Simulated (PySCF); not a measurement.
Job for PySCF: U-HF/LANL2DZ on CdH3N (SMILES [NH2][CdH]), a point of a bond scan (R = 1.013 Å).

```python
from pyscf import gto, scf, dft, mp
from pyscf.data.elements import chemcore

mol = gto.M(
    atom='''
    Cd   -0.19315055   -0.04077904   -0.22746535
    H    -1.20927786   -0.23635281   -1.52039316
    N     1.16167798    0.26842501    1.25041043
    H     1.49906634   -0.57553431    1.69861765
    H     0.84969212    0.89030603    1.98723929
    ''',
    basis='lanl2dz',
    ecp={'Cd': 'lanl2dz'},
    charge=0, spin=0, verbose=3, max_memory=1800)
mf = scf.UHF(mol)
mf.conv_tol = 1e-8
mf.max_cycle = 100
mf.init_guess_breaksym = True
mf.kernel()
if not mf.converged:
    mf = mf.newton().run(mf.mo_coeff, mf.mo_occ)
for _ in range(4):
    mo, _, stable, _ = mf.stability(return_status=True)
    if stable:
        break
    mf.kernel(mf.make_rdm1(mo, mf.mo_occ))
```

Output:

```
converged SCF energy = -102.708727684133  <S^2> = 8.2807858e-09  2S+1 = 1
<class 'pyscf.scf.uhf.UHF'> wavefunction is stable in the internal stability analysis
```

The calculation finished and met its thresholds.

Cost: roughly 0.6 core-seconds.
